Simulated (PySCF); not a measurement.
NMR parameters of BH2Br

BH2Br, BBrH2, point group C2v.

Cartesian coordinates in Å; atom numbers follow the order of the lines, from 1:
```xyz
4

B     0.0980    0.1635   -0.0005
H     1.2986    0.1003    0.0158
H    -0.5212    1.1940   -0.0199
Br   -0.8753   -1.4577    0.0046
```

GIAO calculations in PySCF on the PBE0-D3(BJ)/def2-SVP structure: isolated species, non-relativistic, equivalent atoms averaged; basis pcSseg-1.

Question: Give the isotropic shieldings (ppm) with PBE0, wB97X-D.

Answer: 
```
             atoms                       environment   PBE0  wB97X-D
               Br4               bromine bonded to B   1905     1985
                B1           boron bonded to Br, 2 H   16.1     20.8
             H2/H3  hydrogen on a boron bonded to Br  23.49    23.84
HOMO–LUMO gap (eV)                                 –   6.22    10.01
```

Question: And the chemical shifts, against references computed in the same way?

Answer: 
| atoms | nucleus, reference | PBE0 | wB97X-D |
| --- | --- | --- | --- |
| Br4 | 79Br, HBr | 680 | 591 |
| B1 | 11B, BF3·OEt2 | 84.7 | 80.8 |
| H2/H3 | 1H, TMS | 7.77 | 7.54 |

Question: Which part of the shielding of Br4 depends on the functional?

Answer: Diamagnetic: PBE0 3124, wB97X-D 3124 ppm; paramagnetic: PBE0 -1219, wB97X-D -1139 ppm. The diamagnetic part, set mainly by inner electrons, hardly moves; the paramagnetic part goes with low-lying magnetically allowed excitations and carries the spread.

Question: What couplings does B3LYP/pcJ-1 (pcSseg-1 on Br) give?

Answer: 1J(B1,H2) = 174.2, 2J(H2,H3) = 15.9 Hz (averaged over equivalent pairs; isotopes 11B, 1H).

Relativistic effects, spin–orbit coupling among them, are left out; they matter for Br and for the light atoms bonded to it.
